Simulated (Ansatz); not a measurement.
The same path of AlClH5NO2 (10 atoms, charge 0, multiplicity 1) was run twice with different band settings. Lost on the way: O8–H10. Made: N2–H10.

The calculation used Ansatz 0.2.0, RKS PBE-D4/def2-SVP.

Relaxed end points:

```xyz
10
Properties=species:S:1:pos:R:3
Al 0.006 -0.292 0.262
N 0.062 -0.138 2.115
H -0.807 0.105 2.605
H 0.824 0.379 2.567
Cl 1.537 0.669 -0.867
O -1.573 -0.535 -0.400
H -1.891 -0.052 -1.176
O 0.525 -2.155 0.667
H -0.203 -2.777 0.465
H 0.382 -1.794 1.633
```

```xyz
10
Properties=species:S:1:pos:R:3
Al -0.045 -0.728 0.158
N 0.034 -0.238 2.109
H -0.849 0.228 2.360
H 0.818 0.392 2.326
Cl 1.605 0.371 -0.694
O -1.631 -0.062 -0.084
H -2.055 -0.062 -0.955
O 0.195 -2.441 0.332
H 0.655 -2.954 -0.349
H 0.134 -1.096 2.670
```

Common settings: movable images 5; climbing image yes; spring 5.0 eV/Å²; optimiser quadratic models (default); start path through a guess of the saddle point; iteration limit 60; end points relaxed.

| run | force threshold |
| --- | --- |
| 1 | 0.03 eV/Å |
| 2 | 0.2 eV/Å |

Question: What does each run give, and how far can it be trusted?

Answer: Run 1: converged after 43 iterations, highest image 0.006 eV above the first end. The top lies less than 8 meV above the higher end, about what the thresholds resolve: that end is a shoulder or a very shallow well. A vibrational analysis at the climbing image gives one clearly imaginary mode, 350i cm⁻¹: a first-order saddle point.
Run 2: converged after 17 iterations, highest image 0.006 eV above the first end. The threshold of 0.2 eV/Å is loose, so the images may lie well off the minimum-energy path. The top lies less than 8 meV above the higher end, about what the thresholds resolve: that end is a shoulder or a very shallow well. Another band between the same ends (5 images) ends at a top of the same energy, where a vibrational analysis finds 1 clearly imaginary mode.
The orbitals stay closed-shell, which can raise the energy where a bond breaks towards radicals; this wasn't checked here.
